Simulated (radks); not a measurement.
Species: Xe II. Configuration: [Kr] 4d10 5s2 5p5 (the NIST ground configuration). Calculated with a radial shooting solver on a logarithmic mesh with Libxc functionals: scalar-relativistic Kohn-Sham, OLYP, spin-unpolarised, spherical densities, finite nucleus; Fermi nuclear charge, rms radius 4.7859 fm. Some entries of the table are withheld. Estimate them.

orbital  occ.  eigenvalue (eV)  <r> (bohr)
1s          2              (1)     0.02666
2s          2        -5363.401      0.1146
2p          6        -4814.592      0.1003
3s          2        -1105.921      0.3063
3p          6        -928.6320      0.3042
3d         10        -666.0025      0.2806
4s          2              (2)      0.7161
4p          6        -151.8393         (3)
4d         10         -69.8752      0.8736
5s          2         -29.0368       1.821
5p          5         -16.9328         (4)

Answer. 
(1) 1s eigenvalue (eV): -34377.68
(2) 4s eigenvalue (eV): -208.0369
(3) 4p <r> (bohr): 0.7639
(4) 5p <r> (bohr): 2.182
